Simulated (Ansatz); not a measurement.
Geometry optimisation, DFT PBE, scalar-relativistic, plane waves, PAW in Ansatz 0.2.0.

Input:

```yaml
crystal:
  lattice:
    - [8.1, 0.0, 0.0]
    - [0.0, 5.727565, 0.0]
    - [0.0, 0.0, 16.295674]
  atoms:
    - { symbol: Al, position: [0.25, 0.25, 0.061366] }
    - { symbol: Al, position: [0.75, 0.25, 0.061366] }
    - { symbol: Al, position: [0.25, 0.75, 0.061366] }
    - { symbol: Al, position: [0.75, 0.75, 0.061366] }
    - { symbol: Al, position: [0.0, 0.0, 0.1492354] }
    - { symbol: Al, position: [0.5, 0.0, 0.1492354] }
    - { symbol: Al, position: [0.0, 0.5, 0.1492354] }
    - { symbol: Al, position: [0.5, 0.5, 0.1492354] }
    - { symbol: Al, position: [0.25, 0.25, 0.2371048] }
    - { symbol: Al, position: [0.75, 0.25, 0.2371048] }
    - { symbol: Al, position: [0.25, 0.75, 0.2371048] }
    - { symbol: Al, position: [0.75, 0.75, 0.2371048] }
    - { symbol: Al, position: [0.0, 0.0, 0.3249742] }
    - { symbol: Al, position: [0.5, 0.0, 0.3249742] }
    - { symbol: Al, position: [0.0, 0.5, 0.3249742] }
    - { symbol: Al, position: [0.5, 0.5, 0.3249742] }
    - { symbol: W, position: [0.4933129, 0.2479453, 0.4808438] }
basis:
  ecutwfc: 420.0
kpoints:
  mp_grid: { grid: [2, 3, 1] }
hamiltonian:
  xc: pbe
  pseudopotentials: { kind: paw, azcp: { folder: soft_1 } }
scf:
  occupations: { method: gaussian, width: 0.15 }
  lower_state_search: "off"
relax:
  f_tol: 0.03
  max_steps: 60
  adjacent_minimum: "off"
  constraints: [{ sites: [0, 1, 2, 3] }]
```

Run as:

```bash
$ ansatz run input.yaml --threads 1 --pin off --max-ram 3072MiB --backend cpu --events-out ev --progress --plain --runs-dir out
```

Q: Where does it end, and by what steps?

A: It converged. The force dipped under the threshold on the way, but the program's further checks kept it going. Limits of this set-up: coarse k mesh, thin slab, slab without dipole correction. After 37 steps the energy has fallen by 5.863 eV; W17 moved furthest, 3.06 Å. Joined: Al9–W17, Al11–W17, Al13–W17, Al15–Al16, Al15–W17.

```csv
step,energy less start (eV),largest force component (eV/Å),accepted
0,0.0000,3.024,yes
2,-1.0878,1.122,yes
4,-1.5493,0.490,yes
6,-1.9152,0.740,yes
8,-2.4899,1.427,yes
10,-3.2669,1.613,yes
12,-4.2107,1.629,yes
14,-5.0361,0.346,yes
16,-5.2361,0.165,yes
18,-5.4082,0.290,yes
20,-5.5333,0.102,yes
22,-5.5425,0.043,yes
24,-5.5532,0.043,yes
26,-5.5987,0.126,yes
28,-5.6877,0.156,yes
30,-5.7932,0.131,yes
32,-5.8491,0.328,yes
34,-5.8598,0.060,yes
36,-5.8635,0.011,yes
37,-5.8635,0.011,yes
```

```xyz
17
Lattice="8.1000 0.0000 0.0000 0.0000 5.7276 0.0000 0.0000 0.0000 16.2957" Properties=species:S:1:pos:R:3
Al 2.025 1.432 1.000
Al 6.075 1.432 1.000
Al 2.025 4.296 1.000
Al 6.075 4.296 1.000
Al -0.064 0.047 2.373
Al 4.068 0.030 2.206
Al -0.001 2.945 2.403
Al 4.036 2.918 2.215
Al 2.248 1.768 3.745
Al 5.935 1.311 3.684
Al 2.058 4.609 3.722
Al 5.864 4.048 3.788
Al -0.297 -0.676 5.168
Al 4.163 0.020 5.128
Al -0.122 2.117 5.078
Al 2.045 3.376 6.213
W 1.806 0.508 5.906
```

The run took 6.8 min on 1 thread of Arm Neoverse V1, with other jobs on the host, peak memory 0.69 GiB.
